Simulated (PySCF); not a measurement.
C₄H₁₄Si₃.
SMILES with atom numbers: `[SiH3:1][CH:2]1[CH2:3][SiH2:4][CH2:5][SiH2:6][CH2:7]1`

Structure used (GFN2-xTB), in Å, numbered top down from 1:
```xyz
21
C4H14Si3 angstrom
Si     2.8030   -0.1466   -0.6379
C      1.0343   -0.0782    0.0820
C      0.3856    1.2746   -0.2364
Si    -1.2533    1.5990    0.6746
C     -2.4092    0.1368    0.3148
Si    -1.4571   -1.5003    0.4440
C      0.2028   -1.2518   -0.4503
H      3.6015    0.9482   -0.0823
H      3.4200   -1.4324   -0.3039
H      2.7343   -0.0045   -2.0949
H      1.1013   -0.1749    1.1728
H      0.2314    1.3443   -1.3160
H      1.0869    2.0727    0.0180
H     -1.8388    2.8639    0.2055
H     -0.9931    1.6946    2.1180
H     -2.8165    0.2376   -0.6908
H     -3.2607    0.1441    0.9917
H     -1.1999   -1.8322    1.8527
H     -2.2029   -2.6029   -0.1806
H      0.7880   -2.1698   -0.3618
H      0.0335   -1.1054   -1.5198
```

Definitions: NICS(0) = −σiso at the ring centroid; NICS(1) = −σiso and NICS(1)zz = −σzz at ±1 Å along the ring normal z. Level: GIAO PBE0/pcSseg-1 (PySCF, non-relativistic, gas phase) on the GFN2-xTB geometry, one conformer.

Ring bond lengths (Å), with Mayer bond orders in brackets: C2–C3 1.534 (1.00), C3–Si4 1.903 (0.90), Si4–C5 1.898 (0.92), C5–Si6 1.898 (0.92), Si6–C7 1.902 (0.90), C7–C2 1.534 (1.00).

Q: Give the NICS values of each ring in ppm.

A: 
```csv
ring,type,NICS(0),"NICS(1), two faces","NICS(1)zz, two faces",rms pucker (Å),"centre to ring atoms, mean (Å)"
C2–C3–Si4–C5–Si6–C7,6-membered ring with 2 Si; formal bonds all single,-1.2,-1.8 / -1.2,5.6 / 4.3,0.26,1.71
```

Q: What can be read from them?

A: 
- C2–C3–Si4–C5–Si6–C7: mean NICS(1)zz 5.0 ppm, deshielded. C2, C3, Si4, C5, Si6, C7 have four or more neighbours, so the value isn't read as a sign of a π ring current.
